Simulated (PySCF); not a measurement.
TiF3, SMILES [F][Ti+]([F])[F], charge +1, multiplicity 1.

The structure is a stationary point at PBE0-D3(BJ)/def2-SVP. The multiplicity is an assumed one; other spin states were not compared. The isomer is the one that the SMILES or the coordinates give; other isomers of the formula were not compared.

All values below come from TDA-PBE/def2-SVPD run with PySCF.

Vertical excitations; the highest root listed may be one member of a degenerate set. Isolated molecule, no solvent. State labels are in the subgroup Cs.

Computed lowest excited states:
```
state  symmetry  energy (eV)  λ (nm)      f                                                                 main pairs
-----  --------  -----------  ------  -----  -------------------------------------------------------------------------
S1           A"         5.24     237  0.000                                                            HOMO→LUMO 100 %
S2           A'         5.55     223  0.003                                               HOMO−1→LUMO (degenerate set)
S3           A"         5.55     223  0.003                                               HOMO−2→LUMO (degenerate set)
S4           A"         5.85     212  0.002                                               HOMO→LUMO+2 (degenerate set)
S5           A'         5.85     212  0.002                                               HOMO→LUMO+1 (degenerate set)
S6           A'         5.87     211  0.004                                                           HOMO−3→LUMO 99 %
S7           A"         6.06     205  0.000                                     HOMO−1→LUMO+1 50 %, HOMO−2→LUMO+2 50 %
S8           A'         6.12     203  0.004                                     HOMO−1→LUMO+2 50 %, HOMO−2→LUMO+1 50 %
S9           A'         6.13     202  0.003  HOMO−2→LUMO+1, HOMO−1→LUMO+2, HOMO−3→LUMO+2, HOMO→LUMO+1 (degenerate set)
S10          A"         6.13     202  0.003  HOMO−2→LUMO+2, HOMO−1→LUMO+1, HOMO−3→LUMO+1, HOMO→LUMO+2 (degenerate set)
T1           A"         5.16     241      0                                                             HOMO→LUMO 99 %
T2           A"         5.33     233      0                                               HOMO−2→LUMO (degenerate set)
T3           A'         5.33     233      0                                               HOMO−1→LUMO (degenerate set)
T4           A'         5.60     221      0                                                           HOMO→LUMO+1 97 %
```
Triplets are in the Tamm–Dancoff approximation.
